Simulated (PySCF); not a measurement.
# ORD: `FC1=C[C@@]2(C=C1)C[C@@H]2[AlH2]`, C$_{7}$H$_{8}$AlF

Molfile (atoms numbered from 1):
```
C7H8AlF
     RDKit          3D

 17 18  0  0  0  0  0  0  0  0999 V2000
    1.9021    0.5416    2.7245 F   0  0  0  0  0  0  0  0  0  0  0  0
    1.3228    0.2680    1.5469 C   0  0  0  0  0  0  0  0  0  0  0  0
    0.3972   -0.6994    1.3247 C   0  0  0  0  0  0  0  0  0  0  0  0
    0.0183   -0.6124   -0.0690 C   0  0  1  0  0  0  0  0  0  0  0  0
    0.8271    0.4698   -0.6423 C   0  0  0  0  0  0  0  0  0  0  0  0
    1.6204    0.9792    0.3498 C   0  0  0  0  0  0  0  0  0  0  0  0
   -0.6154   -1.6555   -0.9430 C   0  0  0  0  0  0  0  0  0  0  0  0
   -1.5389   -0.6076   -0.4498 C   0  0  2  0  0  0  0  0  0  0  0  0
   -1.3422    1.3546   -0.7635 Al  0  0  0  0  0  3  0  0  0  0  0  0
   -0.0272   -1.3718    2.0457 H   0  0  0  0  0  0  0  0  0  0  0  0
    0.9748    0.6100   -1.7033 H   0  0  0  0  0  0  0  0  0  0  0  0
    2.3638    1.7505    0.2669 H   0  0  0  0  0  0  0  0  0  0  0  0
   -0.6999   -2.6538   -0.5325 H   0  0  0  0  0  0  0  0  0  0  0  0
   -0.3026   -1.6354   -1.9785 H   0  0  0  0  0  0  0  0  0  0  0  0
   -2.1309   -0.9565    0.4045 H   0  0  0  0  0  0  0  0  0  0  0  0
   -1.5443    2.1658    0.5386 H   0  0  0  0  0  0  0  0  0  0  0  0
   -1.2319    2.0649   -2.1295 H   0  0  0  0  0  0  0  0  0  0  0  0
  1  2  1  0
  2  3  2  0
  3  4  1  0
  4  5  1  0
  5  6  2  0
  4  7  1  6
  7  8  1  0
  8  9  1  0
  6  2  1  0
  8  4  1  0
  3 10  1  0
  5 11  1  0
  6 12  1  0
  7 13  1  0
  7 14  1  0
  8 15  1  1
  9 16  1  0
  9 17  1  0
M  END
```

Method used: TDDFT BHandHLYP/def2-SVPD circular dichroism and optical rotation, one conformer, gas phase (PySCF). Geometry: GFN2-xTB.

States above about 7.9 eV lie in this functional's continuum (it starts at minus the energy of the highest occupied orbital, well below the true ionisation energy for most functionals) and depend on the basis.

Stereocentres: C4 S, C8 S.

**Question.** What is the specific rotation at 633, 589.3, 546, 436, 405, 365, 355 nm?

**Answer.** [α] in deg dm⁻¹ (g/mL)⁻¹:
| λ (nm) | origin-invariant length gauge | modified velocity gauge | length gauge (centre of mass) | isotropic polarisability (au) |
| --- | --- | --- | --- | --- |
| 633 | +356.7 | +371.2 | +358.2 | 107.3 |
| 589.3 | +434.8 | +452.3 | +436.6 | 108.0 |
| 546 | +543.2 | +564.6 | +545.3 | 108.9 |
| 436 | +1157.5 | +1200.2 | +1161.1 | 113.1 |
| 405 | +1560.4 | +1615.9 | +1564.7 | 115.3 |
| 365 | +2561.7 | +2646.7 | +2566.8 | 119.6 |
| 355 | +2987.8 | +3084.5 | +2993.0 | 121.1 |

**Question.** And for the mirror image at 589.3 nm?

**Answer.** -434.8 deg dm⁻¹ (g/mL)⁻¹ (origin-invariant length gauge): the same size and the opposite sign.

**Question.** What is the molar rotation [Φ] = [α]·M/100 of the geometry above at 589.3 nm?

**Answer.** With M = 138.12 g/mol, +600.6 deg cm² dmol⁻¹ (origin-invariant length gauge).

The first excitation lies at 4.47 eV (277 nm) with R = +31.6 × 10⁻⁴⁰ esu² cm² (velocity form).
